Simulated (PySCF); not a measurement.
Gas-phase reaction: 2 SiH₃I + 2 Cl₂ ⇌ 2 ICl + 2 SiCl + 3 H₂

Method: PySCF energies plus ideal-gas RRHO corrections (1 bar). † marks an energy on the PBE0/def2-TZVP geometry and frequencies; other levels use their own. CCSD(T) freezes the core. Open shells (unrestricted): SiCl (multiplicity 2); the rest are closed-shell singlets. Spin-orbit splitting is ignored; it lowers the true energy and changes the entropy of SiCl. I: scalar-relativistic def2 core potential, no spin-orbit coupling. CCSD(T) isn't extrapolated to the basis-set limit.

```
level                ΔH°(298 K), kJ
-------------------  --------------
CCSD(T)/def2-SVP†               353
CCSD(T)/def2-TZVPP†             360
PBE/def2-SVP             (withheld)
PBE0/def2-QZVP†          (withheld)
PBE0/def2-SVP†           (withheld)
PBE0/def2-TZVP                  374
ωB97M-V/def2-TZVP†              364
ωB97X-V/def2-TZVP†       (withheld)
```

Task: Fill in the missing entries.

Result: 
- PBE/def2-SVP, ΔH°(298 K), kJ: 357
- PBE0/def2-QZVP†, ΔH°(298 K), kJ: 370
- PBE0/def2-SVP†, ΔH°(298 K), kJ: 381
- ωB97X-V/def2-TZVP†, ΔH°(298 K), kJ: 395
